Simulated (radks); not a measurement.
Q: Coherent X-ray form factor from a spherical all-electron density. Calculated with a radial shooting solver on a logarithmic mesh with Libxc functionals: non-relativistic Kohn-Sham, exchange-only B88, spin-polarised, spherical densities, point nucleus.

sin(theta)/lambda (1/angstrom),f0 (electrons)
0.05,22.596
0.1,21.503
0.15,19.984
0.2,18.289
0.25,16.586
0.3,14.977
0.4,12.224
0.5,10.176
0.6,8.749
0.8,7.097
1,6.136
1.25,5.131
1.5,4.180
2,2.693

The species is in the configuration that NIST lists as its ground one. Which atom or ion scatters so?

A: The chromium ion Cr+, [Ar] 3d5. Extrapolating in s^2 from the first two rows gives f0(0) = 23.0, near the electron count 23; among species with that count, the fall with angle is slower the higher Z, and the table is that of Z = 24; from so few rows the species is fixed only to a neighbour or two.
